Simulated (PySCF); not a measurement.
## Running PySCF for GaO

The script input.py:

```python
from pyscf import gto, dft

mol = gto.M(
    atom='Ga 0 0 0; O 0 0 1.805',
    basis='aug-cc-pvdz',
    charge=0,
    spin=1,
    verbose=3,
)
mf = dft.ROKS(mol, xc='lc_wpbe')
mf.kernel()
mf.analyze()
print('orbital energies (hartree):', mf.mo_energy[..., max(0, mol.nelec[1]-3):mol.nelec[0]+3].round(4))
```

```bash
$ python input.py
```

Output (some set-up lines and the per-cycle HOMO/LUMO lines with their warnings removed):

```
converged SCF energy = -1999.68200345817
**** MO energy ****
                Roothaan           | alpha              | beta
[9 lines left out]
MO #10  energy= -3.86763060912847  | -3.86866455362566  | -3.86659666461253  occ= 2
MO #11  energy= -1.03730636507987  | -1.05225739564422  | -1.02235536082049  occ= 2
MO #12  energy= -0.979711626231824 | -0.980451914073232 | -0.978971338390412 occ= 2
MO #13  energy= -0.979711002153309 | -0.980451340791463 | -0.978970663515142 occ= 2
MO #14  energy= -0.976923442050675 | -0.978224345488408 | -0.97562253861295  occ= 2
MO #15  energy= -0.976923442050673 | -0.978224345488407 | -0.975622538612949 occ= 2
MO #16  energy= -0.945493063098201 | -0.954663073808502 | -0.93632305309597  occ= 2
MO #17  energy= -0.487525428176691 | -0.524350605809347 | -0.450700683423276 occ= 2
MO #18  energy= -0.399205509199845 | -0.406054687861544 | -0.392356330538148 occ= 2
MO #19  energy= -0.399205509199837 | -0.40605468786154  | -0.392356330538142 occ= 2
MO #20  energy= -0.246249476452062 | -0.412941435663412 | -0.0795571266847473 occ= 1
MO #21  energy= 0.0105248242331678 | 0.00605257536857513 | 0.01499707309775   occ= 0
MO #22  energy= 0.0105248242336231 | 0.00605257536829752 | 0.0149970730989438 occ= 0
MO #23  energy= 0.0297441143985786 | 0.0286558041692724 | 0.0308324378634629 occ= 0
[36 lines left out]
 ** Mulliken atomic charges  **
charge of    0Ga =      0.55579
charge of    1O =     -0.55579
Dipole moment(X, Y, Z, Debye): -0.00000,  0.00000, -4.10294
orbital energies (hartree): [-0.4875 -0.3992 -0.3992 -0.2462  0.0105  0.0105  0.0297]
```

In short: E(SCF) = -1999.682003 Eh, μz(SCF) = -4.10 D.

Wall time 7.1 s on one thread of a shared host.

The bond length is a typed value, not an optimised one. No search for the lowest solution was made.
